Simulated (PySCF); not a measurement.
C7H12SSi.
Geometry (GFN2-xTB, Å), atoms numbered from 1 in this order:
```xyz
21
C7H12SSi angstrom
C      4.900    0.176    1.161
C      3.673    0.085    0.406
C      2.644    0.013   -0.219
Si     1.119   -0.066   -1.229
C     -0.279    1.087   -0.709
C     -0.482   -0.366   -0.258
S     -1.822   -1.297   -1.007
C     -3.207   -0.881    0.111
C     -3.654    0.563   -0.006
H      4.681    0.227    2.227
H      5.448    1.072    0.870
H      5.522   -0.698    0.969
H      1.212   -0.520   -2.602
H     -0.147    1.810    0.086
H     -0.974    1.438   -1.460
H     -0.446   -0.552    0.809
H     -2.886   -1.120    1.126
H     -4.006   -1.565   -0.178
H     -3.930    0.793   -1.033
H     -4.518    0.737    0.634
H     -2.857    1.237    0.300
```

Definitions: NICS(0) = −σiso at the ring centroid; NICS(1) = −σiso and NICS(1)zz = −σzz at ±1 Å along the ring normal z. Level: GIAO PBE0/pcSseg-1 (PySCF, non-relativistic, gas phase) on the GFN2-xTB geometry, one conformer.

Ring bond lengths (Å), with Mayer bond orders in brackets: Si4–C5 1.885 (0.94), C5–C6 1.534 (0.85), C6–Si4 1.896 (0.86).

Task: What do the NICS probes read (ppm)?

Result: 
```json
{"ring": "Si4–C5–C6", "type": "3-membered ring with Si; formal bonds all single", "NICS(0)": "-25.3", "NICS(1), two faces": "-7.5 / -7.8", "NICS(1)zz, two faces": "-13.8 / -15.3", "rms pucker (Å)": "0.00", "centre to ring atoms, mean (Å)": "1.02"}
```

Task: What can be read from them?

Result: 
- Si4–C5–C6: mean NICS(1)zz -14.6 ppm, shielded. Si4, C5, C6 have four or more neighbours, and the NICS criterion for π rings isn't applied. NICS(0) lies 18 ppm below the mean NICS(1).

Task: How shielded are the nuclei of the rings and their hydrogens (means over atoms taken as equivalent)?

Result: 
```
atoms                  environment  σ isotropic (ppm)
  Si4                  SiH silicon              497.5
   C5  sp3 carbon bound to silicon              169.4
   C6   sp3 carbon bound to sulfur              164.7
  H13                Si–H hydrogen              28.40
  H14           methylene hydrogen              30.24
  H15           methylene hydrogen              31.03
  H16             methine hydrogen              29.83
```
